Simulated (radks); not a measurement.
The platinum anion Pt2-, [Hg], held by a Watson sphere: a shell of charge +2 at radius R that stands for the Madelung well of a crystal (potential energy -2/R inside, -2/r outside, in hartree with lengths in bohr). Method: scalar-relativistic Kohn-Sham, PBE, spin-polarised, spherical densities, point nucleus; computed with a radial shooting solver on a logarithmic mesh with Libxc functionals. Response by self-consistent Sternheimer equations with the Hartree and adiabatic LDA kernel, the relativistic mass of each level held fixed and spin-orbit coupling left out. The sphere does not respond.

R (bohr)  e(5p) (eV)  e(6s) (eV)  e(5d) (eV)  <r> 5d (bohr)  sum of <r^2> (bohr^2)  X-ray form factor at sin(theta)/lambda = 0.1 1/angstrom  alpha (bohr^3)
2.72         -54.912      -7.016      -6.025          1.805                  79.24                                                   75.069           50.97
3.61         -53.585      -5.750      -4.389          1.874                  87.73                                                   74.774           78.06
3.85         -53.278      -5.403      -4.024          1.887                  89.95                                                   74.712           87.63
3.91         -53.204      -5.318      -3.938          1.890                  90.49                                                   74.697           90.19
4.25         -52.807      -4.858      -3.479          1.905                  93.58                                                   74.622           106.2
4.5          -52.538      -4.542      -3.174          1.915                  95.84                                                   74.573           119.7
